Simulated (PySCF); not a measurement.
MO cations for M along the second period

PBE0 with double-zeta basis sets in PySCF, for the lowest determinant that a PBE0 search found; no spin–orbit coupling. De refers to high-spin ground-configuration atoms (the charge goes to the atom of lower measured ionisation energy or higher electron affinity, which is not always the lowest computed limit). A positive dipole points towards O; it is taken about the centre of mass and depends on that origin.

```json
{"M": "Li", "basis": "x2c-SVPall", "charged atom": "Li+", "state (unpaired electrons)": "triplet (π ↑↑)", "Re (Å)": "2.091", "ωe (cm⁻¹)": "354", "De (eV)": "0.60", "μ (D)": "-6.33"}
{"M": "Be", "basis": "cc-pVDZ", "charged atom": "Be+", "state (unpaired electrons)": "doublet (π ↑)", "Re (Å)": "1.449", "ωe (cm⁻¹)": "1229", "De (eV)": "3.62", "μ (D)": "-7.54"}
{"M": "B", "basis": "x2c-SVPall", "charged atom": "B+", "state (unpaired electrons)": "singlet (closed shell)", "Re (Å)": "1.186", "ωe (cm⁻¹)": "2011", "De (eV)": "4.18", "μ (D)": "-5.94"}
{"M": "C", "basis": "jorge-DZP-DKH", "charged atom": "C+", "state (unpaired electrons)": "doublet (σ ↑)", "Re (Å)": "1.120", "ωe (cm⁻¹)": "2323", "De (eV)": "8.30", "μ (D)": "-2.72"}
{"M": "N", "basis": "aug-cc-pVDZ", "charged atom": "O+", "state (unpaired electrons)": "singlet (closed shell)", "Re (Å)": "1.064", "ωe (cm⁻¹)": "2526", "De (eV)": "10.72", "μ (D)": "-0.39"}
{"M": "O", "basis": "x2c-SVPall", "charged atom": "O+", "state (unpaired electrons)": "doublet (π ↑)", "Re (Å)": "1.098", "ωe (cm⁻¹)": "2204", "De (eV)": "6.80", "μ (D)": "n/a"}
{"M": "F", "basis": "def2-SVP", "charged atom": "O+", "state (unpaired electrons)": "triplet (π ↑↑)", "Re (Å)": "1.207", "ωe (cm⁻¹)": "1491", "De (eV)": "3.53", "μ (D)": "0.78"}
```

The shortest bond is that of NO⁺ (1.064 Å), the longest that of LiO⁺ (2.091 Å). NO⁺ is bound most strongly (10.72 eV) and LiO⁺ least (0.60 eV).

The rows differ in basis set, which adds steps of its own.

The state changes along the series, so neighbouring rows are not always alike in their bonding.

For an ion De counts to the pair picked by the measured ionisation energies or electron affinities, which need not be the lowest pair at this level. States were picked by a PBE0 search and need not be the measured ground states.
